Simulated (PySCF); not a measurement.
C2H9ClOSi2, SMILES Cl[Si@H]([SiH2]C)OC. Atoms are numbered in the order given.

```xyz
15

C      2.9667    -0.1815    -0.8064
O      1.7468    -0.7167    -0.3273
Si     0.2657    -0.0094    -0.5559
Cl     0.2281     1.8698     0.3783
Si    -1.3657    -1.3088     0.4967
C     -2.9797    -0.3398     0.5524
H      3.1975     0.7819    -0.3186
H      3.7720    -0.8945    -0.5758
H      2.9403    -0.0237    -1.9006
H      0.0558     0.2784    -2.0101
H     -0.8669    -1.5984     1.8769
H     -1.5357    -2.6079    -0.2278
H     -3.3692    -0.1568    -0.4614
H     -3.7498    -0.8848     1.1206
H     -2.8171     0.6359     1.0365
```

Coordinates come from a r2SCAN-D4/def2-SVP optimisation. The structure was generated by enumeration; whether it is a known compound was not checked. One conformer was computed; it need not be the lowest.

Calculation: PySCF with PBE/def2-TZVP.

Isolated molecule, no solvent.

### Question
Estimate the frontier levels, gap, dipole moment and polarisability. (An estimate is asked for; the answer gives what the named calculation found.)

### Answer

The highest occupied level comes out as -6.68 eV and the lowest empty level is -1.12 eV. The orbital gap comes out as 5.56 eV, the dipole moment is 0.95 D and the quadrupole, principal values (traceless, Buckingham form, about the centre of nuclear charge) is -8.02, -2.67, 10.69 D·Å. The mean static polarisability comes out as 98.2 bohr³ (14.55 Å³). The polarisability, principal values comes out as 82.1, 96.8, 115.6 bohr³.
